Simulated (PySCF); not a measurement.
A structure optimised at r2SCAN-D4/def2-SVP, used in a PySCF frequency run:

```xyz
9

B     -0.7732     0.0014     0.0000
N     -0.4253     1.3974     0.0000
C      0.4344     2.2470     0.0000
O      1.1959     3.1337     0.0000
N      0.2529    -0.9949     0.0000
C      0.6168    -2.1451     0.0000
O      1.0565    -3.2288     0.0000
O     -2.0726    -0.3814     0.0000
H     -2.6726     0.3760     0.0000
```
Charge 0, spin multiplicity 1.

Task: Write its SMILES, formula and point group.

Result: O=C=NB(O)N=C=O, C₂HBN₂O₃, Cs

Task: What are its rotational constants (standard atomic weights)?

Result: 3.7897, 1.0452, 0.81926 GHz
